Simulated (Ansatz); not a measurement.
C2H6FNO2W (`C[N](C)[W](=[O])(=[O])[F]`) from Hartree–Fock to CCSD(T)

Cartesian coordinates in Å:
```
C 0.774 -0.901 0.957
N 0.022 0.027 0.133
C -0.923 0.831 0.887
W 0.136 0.060 -1.784
O -1.403 0.502 -2.379
O 0.569 -1.510 -2.297
F 1.426 1.305 -2.325
H 1.390 -0.354 1.679
H 0.092 -1.556 1.512
H 1.427 -1.524 0.346
H -1.614 0.185 1.441
H -0.392 1.465 1.605
H -1.506 1.470 0.224
```

Charge 0, multiplicity 1. Correlated methods include outer-core shells of W, which these sets cover unevenly. W takes the def2 core potential. All single points use the PBE0-D4/def2-TZVP geometry. It is one conformer, not always the lowest. Frozen core, restricted reference, Ansatz 0.2.0.

```csv
basis,HF (Eh),MP2 corr.
def2-SVP,-449.03788,-1.42093
def2-TZVPP,-449.54530,-1.81037
def2-QZVPP,-449.56411,-1.96646
```

Q: Estimate the CCSD correlation energy and the (T) correction in each basis where they were run (hartree).

A: 
```
     basis  CCSD corr.       (T)
  def2-SVP    -1.38921  -0.06057
def2-TZVPP    -1.76269  -0.09177
```
